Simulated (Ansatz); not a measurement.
CHOS, charge +1, singlet, geometry from GFN2-xTB; B3LYP5/cc-pVDZ in Ansatz (an electronic-structure program).

The Ansatz input:
Ansatz 0.2 input:
```yaml
crystal:
  periodic: [false, false, false]
  atoms:
    - {symbol: O, position_ang: [-1.55944818, -0.23917576, 0.38088567]}
    - {symbol: C, position_ang: [-0.38452733, -0.02032705, 0.12187927]}
    - {symbol: S, position_ang: [1.05737168, 0.10896489, -0.29674929]}
    - {symbol: H, position_ang: [-2.13519739, 0.29193014, 0.96962766]}
basis:
  gaussian:
    orbitals: cc-pVDZ
hamiltonian:
  xc: b3lyp5
total_charge: 1
```

Problem. Predict the main parts of the log of this Ansatz run.

Solution. 
```
Functional definition: B3LYP5
498 factors; integrals over basis functions are off by at most 1.3e-3 eV
mean field evaluation 1: about -13910.0368 eV, gradient 8.1e1 eV
mean field evaluation 2: about -13855.6264 eV, gradient 1.7e2 eV
mean field evaluation 4: about -13922.2472 eV, gradient 2.6e1 eV
mean field evaluation 8: about -13923.7308 eV, gradient 5.7e-1 eV
mean field evaluation 16: about -13923.7317 eV, gradient 4.7e-5 eV
mean field -13923.73168796 eV, -511.6877016882 hartree, gradient 4.7e-5 eV, S^2 0.000000; 0 other end points of the search recorded, 0 dependent functions left out
reference -13923.73185291 eV, -511.6877077502 hartree; 15, 15 occupied and 36, 36 virtual orbitals, 498 factors
Total energy: -13923.73185291 eV, -511.6877077502 hartree
```
